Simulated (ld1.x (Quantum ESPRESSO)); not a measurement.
Values are calculated unless marked as measured or tabulated.
Potentials for Sb (Z = 51) compared

Generated with ld1.x 7.5 (TM, RRKJ, ultrasoft, PAW), atompaw 4.2 or ONCVPSP 4.0.1. The cutoff is in Ry: for ld1.x and atompaw files where the sum of valence levels is converged to 10 mRy in a Bessel basis, for ONCV files where the hardest occupied wave has 1 mHa per electron of residual kinetic energy. The error is the largest all-electron minus pseudo excitation energy over each file’s own four to seven test configurations (ionisations up to +4, promotions, holes and added fractions of an electron), all of which were solved. The labels leave out finer settings (local radius, basis sizes, second energies), which also bear on the numbers. Spin-polarised tests are not counted. The rows are a selection from randomly drawn settings: files with unsolved tests, undetermined cutoffs or missed reference levels are left out.

A true bound ghost makes a file unfit for plane-wave use even where its test errors are small: the radial tests pick states by their node count and pass the ghost by.

| potential | cutoff (Ry) | largest error (meV) | bound ghosts |
| --- | --- | --- | --- |
| TM, LDA (PZ), scalar-relativistic, rc 1.55/2.50/1.95 (spd), local smoothed, core correction yes, reference 5s2 5p3 | 35 | -515 | d, s |
| TM, PW91, scalar-relativistic, rc 2.00/2.25/2.45 (spd), local d, core correction yes, reference 5s2 5p2.75 | 21 | -68 | s, p |
| RRKJ, PBEsol, fully relativistic, rc 1.55/1.70/0.90/1.75 (spdf), local s, core correction yes, reference 4d10 5s2 5p3 | 200 | -240 | p3/2, p1/2 |

Task: Fill in the row for Sb: TM, PBE, fully relativistic, rc 1.85/2.30 (sp), local smoothed, core correction yes, reference 5s2 5p3.

Result: cutoff 21 Ry, largest error -403 meV, bound ghosts: none.

Task: Fill in the row for Sb: ultrasoft, PBEsol, scalar-relativistic, rc 1.80/2.90 (sp), local smoothed, core correction no, reference 5s2 5p2.5.

Result: cutoff 6 Ry, largest error +71 meV, bound ghosts: s, d.

Task: Fill in the row for Sb: TM, revPBE, fully relativistic, rc 2.05/2.55/1.40 (spd), local s, core correction yes, reference 4d10 5s2 5p3.

Result: cutoff 100 Ry, largest error -424 meV, bound ghosts: none.
